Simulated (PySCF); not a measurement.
M06-L on Rb⁺ (rubidium, charge +1)

Configuration: [Kr], closed-shell 1S. All numbers are calculated (PySCF 2.14, scalar relativity by spin-free X2C-1e, in cc-pVDZ-X2C (6s5p3d, 36 functions)).

| Property | Result |
| --- | --- |
| Total energy | -2980.75 hartree |
| One-electron energy | -4124.33 hartree |
| Hartree (Coulomb) energy | 1244.99 hartree |
| Exchange-correlation energy | -101.41 hartree |
| ⟨S²⟩ | 0.0000 |
| ⟨L²⟩ | 0.000 |
| Sum of ⟨r⟩ | 23.95 bohr |
| Sum of ⟨r²⟩ | 31.34 bohr² |
| Langevin diamagnetic susceptibility | -24.8 ×10⁻⁶ cm³/mol |
| Time after the integrals | 0.66 s of wall time on 1 thread of Neoverse-V2 (shared host) |

| shell | electrons | mean orbital energy (eV) | rms radius, mean of both spins (bohr) |
| --- | --- | --- | --- |
| 1s | 2 | -15052.7 | 0.0464 |
| 2s | 2 | -2029.6 | 0.192 |
| 2p | 6 | -1796.2 | 0.171 |
| 3s | 2 | -312.26 | 0.544 |
| 3p | 6 | -236.19 | 0.558 |
| 3d | 10 | -111.61 | 0.578 |
| 4s | 2 | -38.701 | 1.56 |
| 4p | 6 | -22.155 | 1.84 |

Densities and radii are taken from the X2C orbitals without a picture-change correction, which distorts them close to the nucleus.
